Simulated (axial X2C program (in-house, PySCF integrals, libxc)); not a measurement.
# Ω levels of ClHoCl⁺ from open-shell CI on f10 s0

Computed with an in-house all-electron X2C program for linear molecules (integrals from PySCF): two-component X2C with atomic mean-field Coulomb and Gaunt terms, basis Cl dyall-v3z, Ho dyall-v3z (cores contracted in-house). Orbitals come from Hartree–Fock averaged over the configuration Ho f10 s0; CI then distributes these electrons over the f, s shells of Ho.

Cl–Ho–Cl held linear, both bonds 2.434 Å (near the minimum of the configuration average).

Lowest levels of this model:

| Ω | energy (cm⁻¹) | g∥ | configuration |
| --- | --- | --- | --- |
| 8 | 0 | 19.91 | 100% f10 |
| 7 | 454 | 17.30 | 100% f10 |
| 6 | 641 | 14.85 | 100% f10 |
| 5 | 718 | 12.39 | 100% f10 |
| 4 | 780 | 9.90 | 100% f10 |
| 3 | 857 | 7.39 | 100% f10 |
| 2 | 938 | 4.90 | 100% f10 |
| 1 | 1002 | 2.44 | 100% f10 |
| 0 | 1027 | 0.00 | 100% f10 |
| 7 | 4905 | 16.58 | 100% f10 |
| 6 | 5164 | 13.94 | 100% f10 |
| 5 | 5369 | 11.62 | 100% f10 |
| 4 | 5498 | 9.33 | 100% f10 |
| 3 | 5585 | 6.98 | 100% f10 |
| 2 | 5646 | 4.63 | 100% f10 |
| 1 | 5683 | 2.30 | 100% f10 |
| 0 | 5696 | 0.00 | 100% f10 |
| 6 | 8429 | 13.11 | 100% f10 |
| 5 | 8615 | 10.51 | 100% f10 |
| 4 | 8857 | 8.42 | 100% f10 |
| 3 | 9008 | 6.36 | 100% f10 |
| 2 | 9081 | 4.21 | 100% f10 |
| 1 | 9110 | 2.08 | 100% f10 |
| 0 | 9116 | 0.00 | 100% f10 |
| 5 | 11047 | 9.46 | 100% f10 |
| 4 | 11247 | 6.99 | 100% f10 |
| 3 | 11529 | 5.47 | 100% f10 |
| 2 | 11651 | 3.60 | 100% f10 |
| 1 | 11700 | 1.74 | 100% f10 |
| 0 | 11714 | 0.00 | 100% f10 |

g∥ is the magnitude of 2⟨Lz + ge Sz⟩ for the +Ω component.

(1) From Ω and g∥ of the lowest level, whose 2⟨Lz + ge Sz⟩ is positive, find ⟨Sz⟩ and ⟨Lz⟩ (ge = 2.0023).

Occupations of the active spinors in the lowest level by ω, shell by shell in order of energy: -7/2: 0.00; -5/2: 0.94 0.06; -3/2: 0.87 0.13; -1/2: 0.77 0.23 0.00; 1/2: 1.00 1.00 0.00; 3/2: 1.00 1.00; 5/2: 1.00 1.00; 7/2: 1.00. The leading determinant has weight 0.62 among 106.

This point took 2.7 s on 1 thread of Intel(R) Xeon(R) 6975P-C (Granite Rapids), on a shared host.

There is no dynamic correlation: spin–orbit spacings and, for f shells, spacings inside one term are the most reliable numbers, splittings between terms come out too wide, and energies between configurations are not reliable, so the lowest level need not be the ground state of the molecule. At most 4 roots were kept for each Ω > 0 (twice that for Ω = 0) within 2.2 eV of the lowest, so higher up levels can be missing between those listed; levels with Ω > 0 are doubly degenerate and listed once, Ω = 0 levels singly. States that fill the shells left empty in the average are placed too high. The molecule was held linear; bending was not examined.

## Answers

(1) Ω = ⟨Lz⟩ + ⟨Sz⟩ = 8 and ⟨Lz⟩ + ge⟨Sz⟩ = 9.955, so ⟨Sz⟩ = 1.95 and ⟨Lz⟩ = 6.05.
